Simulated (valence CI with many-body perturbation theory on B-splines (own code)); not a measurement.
**Energy levels of Tb XXXIII**

Level of theory: configuration interaction combined with many-body perturbation theory (CI+MBPT): five valence electrons over a frozen Dirac-Fock core [Ar] 3d10, a basis of 11 s, 11 p, 10 d, 8 f, 5 g, 2 h functions for each j, with the one-electron correlation potential Σ1, the two-electron term Σ2, the three-electron term Σ3, Breit, model QED; selected CI, second order for the rest, scaled by the run's own slope (own B-spline code, finite nucleus).

The last digits are not significant, and no measured levels were compared; by estimate large intervals hold to a few tenths of a per cent, small ones and those within an open d or f shell to about a per cent. Among the levels kept, up to 2000 cm⁻¹ of a level comes from second order outside the variational space, and about a tenth of that is noise between levels of different J, which matters for small intervals.

Levels 46 to 90 of 171, with energies above the lowest level, (4s^2 4p1/2^2 4p3/2) J=3/2. "Leading %" is the weight of the configuration and term that name the level; weights of strongly mixed levels are sums over their largest components and can fall short. In the jj column 3d3/2^4 stands for four electrons in 3d with j = 3/2. Lifetimes count E1, E2, E3, M1 and M2 decay at the calculated energies, and are blank where another channel may lead or the interval is too uncertain; long ones can be off by a factor of two.

```tsv
No.	Configuration	Term	J	E (eV)	Leading %	Leading jj	Lifetime	g
46	4s4p³4d	⁴F°	3/2	245.84	27	4s 4p1/2^2 4p3/2 4d3/2 (66 %)	10.7 ps	0.979
47	4s4p³4d	⁶D°	9/2	246.56	45	4s 4p1/2^2 4p3/2 4d5/2 (91 %)	91.3 ps	1.403
48	4p⁵	²P°	3/2	249.19	36	4s 4p1/2^2 4p3/2 4d5/2 (50 %)	9.58 ps	1.272
49	4s4p³4d	⁴G°	5/2	251.57	32	4s 4p1/2^2 4p3/2 4d3/2 (80 %)	10.2 ps	0.891
50	4s4p³4d	⁴D°	5/2	253.32	31	4s 4p1/2^2 4p3/2 4d5/2 (85 %)	9.78 ps	1.373
51	4s4p³4d	⁴D°	1/2	255.26	53	4s 4p1/2^2 4p3/2 4d3/2 (87 %)	4.99 ps	0.558
52	4s4p³4d	⁴D°	7/2	258.50	25	4s 4p1/2^2 4p3/2 4d5/2 (62 %)	5.54 ps	1.257
53	4s4p³4d	²F°	7/2	262.92	30	4s 4p1/2^2 4p3/2 4d5/2 (84 %)	12.4 ps	1.140
54	4s4p³4d	⁴D°	1/2	267.12	51	4s 4p1/2^2 4p3/2 4d5/2 (80 %)	6.20 ps	0.472
55	4s4p³4d	⁴F°	5/2	268.60	16	4s 4p1/2^2 4p3/2 4d5/2 (64 %)	3.27 ps	1.066
56	4s4p³4d	⁴D°	3/2	269.55	31	4s 4p1/2^2 4p3/2 4d5/2 (83 %)	3.87 ps	1.369
57	4s4p³4d	⁴D°	3/2	270.58	33	4s 4p1/2^2 4p3/2 4d5/2 (31 %)	3.50 ps	1.069
58	4s4p³4d	⁶D°	1/2	276.94	35	4s 4p1/2 4p3/2^2 4d3/2 (82 %)	30.0 ps	1.961
59	4s4p³4d	⁴F°	5/2	277.41	32	4s 4p1/2 4p3/2^2 4d3/2 (76 %)	17.3 ps	1.233
60	4s4p³4d	⁶D°	3/2	277.78	28	4s 4p1/2 4p3/2^2 4d3/2 (67 %)	6.05 ps	1.309
61	4s²4p4d²	⁴G°	5/2	278.40	14	4s^2 4p1/2^2 4f5/2 (46 %)	6.29 ps	0.853
62	4s4p³4d	⁴F°	7/2	280.19	40	4s 4p1/2 4p3/2^2 4d3/2 (71 %)	29.3 ps	1.237
63	4s²4p²4f	²F°	7/2	282.32	21	4s^2 4p1/2^2 4f7/2 (77 %)	5.10 ps	1.139
64	4s4p³4d	⁴G°	9/2	285.13	58	4s 4p1/2 4p3/2^2 4d3/2 (59 %)	70.0 ps	1.229
65	4s4p³4d	⁴D°	7/2	285.87	58	4s 4p1/2 4p3/2^2 4d5/2 (75 %)	30.2 ps	1.363
66	4s4p³4d	⁴F°	9/2	287.59	42	4s 4p1/2 4p3/2^2 4d5/2 (73 %)	42.9 ps	1.323
67	4s4p³4d	²P°	1/2	289.36	42	4s 4p1/2 4p3/2^2 4d5/2 (49 %)	18.9 ps	0.597
68	4s4p³4d	⁴D°	1/2	290.35	49	4s 4p1/2 4p3/2^2 4d3/2 (52 %)	3.37 ps	0.643
69	4s²4p4d²	⁴G°	5/2	290.43	20	4s^2 4p1/2 4d3/2^2 (44 %)	2.11 ps	0.862
70	4s4p³4d	⁴F°	3/2	291.88	48	4s 4p1/2 4p3/2^2 4d3/2 (80 %)	5.38 ps	0.717
71	4s4p³4d	⁴P°	5/2	293.62	42	4s 4p1/2 4p3/2^2 4d3/2 (66 %)	1.61 ps	1.420
72	4s4p³4d	²G°	7/2	293.83	31	4s 4p1/2 4p3/2^2 4d3/2 (62 %)	3.20 ps	1.090
73	4s4p³4d	²G°	9/2	293.96	45	4s 4p1/2 4p3/2^2 4d5/2 (75 %)	62.8 ps	1.219
74	4s4p³4d	⁴G°	11/2	294.82	94	4s 4p1/2 4p3/2^2 4d5/2 (94 %)	39.9 ps	1.269
75	4s4p³4d	⁴F°	3/2	295.11	23	4s 4p1/2 4p3/2^2 4d3/2 (76 %)	2.08 ps	1.286
76	4s4p³4d	⁴P°	3/2	296.54	15	4s 4p1/2 4p3/2^2 4d3/2 (70 %)	2.54 ps	1.075
77	4s4p³4d	⁴F°	5/2	297.08	26	4s 4p1/2 4p3/2^2 4d3/2 (61 %)	5.14 ps	1.005
78	4s4p³4d	²G°	7/2	297.66	26	4s 4p1/2 4p3/2^2 4d3/2 (70 %)	2.00 ps	1.170
79	4s²4p4d²	⁴G°	5/2	298.98	19	4s 4p1/2 4p3/2^2 4d3/2 (40 %)	4.51 ps	1.047
80	4s4p³4d	⁴P°	1/2	300.11	47	4s 4p1/2 4p3/2^2 4d5/2 (80 %)	3.96 ps	2.162
81	4s²4p4d²	⁴G°	7/2	300.65	36	4s^2 4p1/2 4d3/2 4d5/2 (59 %)	7.56 ps	1.093
82	4s²4p4d²	²H°	9/2	301.09	23	4s^2 4p1/2 4d3/2 4d5/2 (49 %)	19.5 ps	1.071
83	4s4p³4d	⁴D°	5/2	301.93	46	4s 4p1/2 4p3/2^2 4d5/2 (63 %)	4.84 ps	1.213
84	4s4p³4d	⁴P°	3/2	302.43	22	4s 4p1/2 4p3/2^2 4d5/2 (48 %)	2.14 ps	1.220
85	4s²4p4d²	⁴F°	3/2	303.36	13	4s^2 4p1/2 4d3/2^2 (39 %)	1.30 ps	0.989
86	4s²4p4d²	⁴D°	1/2	303.93	33	4s^2 4p1/2 4d3/2^2 (40 %)	1.62 ps	0.620
87	4s4p³4d	⁴P°	5/2	304.97	24	4s 4p1/2 4p3/2^2 4d5/2 (64 %)	3.85 ps	1.265
88	4s4p³4d	⁴D°	7/2	305.55	32	4s 4p1/2 4p3/2^2 4d5/2 (77 %)	5.53 ps	1.181
89	4s4p³4d	²P°	3/2	305.72	25	4s 4p1/2 4p3/2^2 4d5/2 (42 %)	2.20 ps	1.431
90	4s4p³4d	⁴D°	5/2	306.56	25	4s 4p1/2 4p3/2^2 4d5/2 (52 %)	2.82 ps	1.154
```

Where two levels of one J and parity lie close, their mixing, g and order are uncertain.
